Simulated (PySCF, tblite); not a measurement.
**Question.** Write Cartesian coordinates for InChI=1S/C8H4F3P/c1-2-6-3-4-12-7(5-6)8(9,10)11/h1,3-5H as optimised with GFN2-xTB.

**Answer.** 
```
atom  x, y, z in Å
C1     3.0803   -1.8513   -0.0038
C2     2.1698   -1.0687   -0.0232
C3     1.1006   -0.1429   -0.0388
C4     1.3831    1.2248   -0.1199
C5     0.4159    2.2006   -0.1342
P6    -1.3033    1.9545   -0.0602
C7    -1.3098    0.2115    0.0297
C8    -2.6552   -0.4371    0.1177
F9    -2.8847   -1.3002   -0.8895
F10   -3.6528    0.4599    0.0846
F11   -2.8168   -1.1452    1.2516
C12   -0.2069   -0.6199    0.0334
H13    3.8737   -2.5374    0.0134
H14    2.4243    1.5169   -0.1722
H15    0.7371    3.2332   -0.1963
H16   -0.3628   -1.6895    0.0964
```

Any rigid rotation of these coordinates is as good. Atoms count from 1 in this order. The 6-membered ring C3–C4–C5–P6–C7–C12 has internal angles of 98.5° to 126.8°; it is planar, 0.00 Å rms from its mean plane, widest ring torsion 0°. Of the pairs four or more bonds apart, F9···H16 is among the closest relative to their van der Waals radii: 2.74 Å, 102 % of the sum of Bondi's values. The 7 C–C bonds span 1.201 Å (C1≡C2, drawn triple) to 1.496 Å (C7–C8, drawn single), a spread of 0.295 Å.

Bonds between heavy atoms (Å): C1≡C2 1.201, C2–C3 1.414, C3–C4 1.399, C4–C5 1.374, C5–P6 1.738, P6–C7 1.745, C7–C8 1.496, C8–F9 1.346, C8–F10 1.342, C8–F11 1.347, C7–C12 1.381, C3–C12 1.394.

Structure optimised with GFN2-xTB, isolated species.

Point group: Cs (tolerance 0.08 Å). Its GFN2-xTB frequencies are all real (lowest 16 cm⁻¹).

All values are computed, not measured.
